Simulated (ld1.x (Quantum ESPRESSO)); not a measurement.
# Varying the TM potential for osmium (Os)

Base potential:

| Property | Result |
| --- | --- |
| Element | Os (Z = 76) |
| Generator | ld1.x (Quantum ESPRESSO) 7.5 |
| Type | norm-conserving Troullier–Martins (Kleinman–Bylander form) |
| Functional | LDA (PZ) |
| Relativity | scalar-relativistic |
| Frozen core | [Xe] 4f14 |
| Valence charge | 8 |
| Reference configuration | 5d6 6s1.5 6p0 (charge +0.5) |
| Partial waves | 6s (bound): rc 2.55 bohr; 6p (bound, empty): rc 2.60 bohr; 5f channel at 0.05 Ry: rc 2.75 bohr; 5d (bound): rc 2.40 bohr |
| Local potential | the d channel |
| Core correction | none |

Cutoffs, loose and tight: the cutoffs (Ry, on a coarse ladder) from which the occupation-weighted sum of valence levels, in a spherical-Bessel basis at the reference potential, stays within 10 and 1 mRy of its value at 400 Ry. They do not see the model core or the augmentation charge, which bear on the density cutoff. Test errors are all-electron minus pseudo excitation energies from the reference, over the configurations 5d6 6s2 6p0; 5d6 6s1 6p0; 5d6 6s0 6p0; 5d6 6s0 6p2; 5d7 6s0 6p0; 5d6 6s1 6p1; 5d5 6s2 6p1 (two spin-polarised tests are not counted in the largest error). A dash means not determined; rows that change the core or the reference have their own tests. The largest error is taken over the tests solved by every variant that gives reliable tests at all: 5d6 6s0 6p0; 5d6 6s1 6p0; 5d6 6s2 6p0; 5d7 6s0 6p0.

A true bound ghost makes a file unfit for plane-wave use even where its test errors are small: the radial tests pick states by their node count and pass the ghost by. Where a test does run into it, the solver fails or the error is huge.

| change | outcome | cutoff, loose | cutoff, tight | bound ghosts | largest test error (meV) |
| --- | --- | --- | --- | --- | --- |
| base | generated | 35 Ry | 40 Ry | s, p | -40 |
| all radii scaled by about 0.77 (s 1.96, p 2.00, d 1.84, f 2.10 bohr) | generated | 35 Ry | 55 Ry | s, p | -22 |
| all radii scaled by about 0.91 (s 2.32, p 2.38, d 2.18, f 2.50 bohr) | generated | 35 Ry | 40 Ry | s, p | -46 |
| all radii scaled by about 0.97 (s 2.46, p 2.52, d 2.32, f 2.66 bohr) | generated | 35 Ry | 40 Ry | s, p | -43 |
| all radii scaled by about 1.04 (s 2.66, p 2.72, d 2.50, f 2.86 bohr) | generated | 30 Ry | 35 Ry | s, p | -33 |
| all radii scaled by about 1.11 (s 2.82, p 2.88, d 2.66, f 3.04 bohr) | generated | 30 Ry | 35 Ry | f, s, p | -15 |
| all radii scaled by about 1.17 (s 2.98, p 3.04, d 2.80, f 3.20 bohr) | generated | 30 Ry | 35 Ry | s, f | +5.2 |
| all radii scaled by about 1.26 (s 3.22, p 3.28, d 3.02, f 3.46 bohr) | generated | 25 Ry | 30 Ry | s | +45 |

(1) What comes out with this change to the base: all radii scaled by about 1.32 (s 3.36, p 3.42, d 3.16, f 3.62 bohr)?

(2) What comes out with this change to the base: all radii scaled by about 0.82 (s 2.08, p 2.12, d 1.96, f 2.24 bohr)?

(3) What comes out with this change to the base: all radii scaled by about 1.39 (s 3.56, p 3.62, d 3.34, f 3.84 bohr)?

Answers

(1) outcome: generated; cutoff, loose: 25 Ry; cutoff, tight: 30 Ry; bound ghosts: s; largest test error (meV): +76.

(2) outcome: generated; cutoff, loose: 35 Ry; cutoff, tight: 45 Ry; bound ghosts: s, p; largest test error (meV): -38.

(3) outcome: generated; cutoff, loose: 21 Ry; cutoff, tight: 30 Ry; bound ghosts: s; largest test error (meV): +111.

Reading the sweep of the scale of all radii (base = 1) (base included, trends over the rows without a ghost): Bound ghosts are found at 0.77, 0.82, 0.91, 0.97, 1, 1.04, 1.11, 1.17, 1.26, 1.32, 1.39. Every judged row has one, so this setting neither creates nor removes them.
